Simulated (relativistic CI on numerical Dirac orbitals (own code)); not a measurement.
## d1 to d9 in one octahedral field

Computed with a parametric ligand-field model without spin-orbit coupling, by exact diagonalisation: B = 650, C = 3120, 10Dq = 21200 cm⁻¹ (Oh; |10Dq|/B = 32.6) for every shell. Energies in cm⁻¹; the field energy is (0.6 n_e − 0.4 n_t2) × 10Dq of the ground term; g labels are left out.

```csv
Shell,Ground term,Electrons in e,Field energy,First spin-allowed bands,Lowest term of other spin
d1,2T2,0.000,-8480,2E 21200,
d2,3T1,0.020,-16545,"3T2 19801, 3T1 28152",1T2 10447
d3,4A2,0.000,-25440,"4T2 21200, 4T1 28066",2E 14297
d4,3T1,0.033,-33213,"3E 18494, 3T1 19315",5E 2721
d5,2T2,0.059,-41154,"2A2 17726, 2T1 17938",6A1 3448
d6,?,?,?,?,?
d7,2E,1.033,-37454,"2T1 19020, 2T2 19735",4T1 6600
d8,3A2,2.000,-25440,"3T2 21200, 3T1 28066",1E 11323
d9,2E,3.000,-12720,2T2 21200,
```

Task: Fill in the row of d6.

Result: Ground term: 1A1; Electrons in e: 0.046; Field energy: -49902; First spin-allowed bands: 1T1 19183, 1T2 27686; Lowest term of other spin: 3T1 12535. Low spin: d4, d5, d6, d7; the other shells keep the spin of the free ion. Only d4 to d7 can choose; the field needed to pair spins is smallest for d6 and largest for d5, which loses most exchange energy. In the strong-field picture 10Dq must exceed about 6B + 5C = 19500 (d4), 7.5B + 5C = 20475 (d5), 2.5B + 4C = 14105 (d6) and 4B + 4C = 15080 (d7); mixing of terms shifts these bounds somewhat.
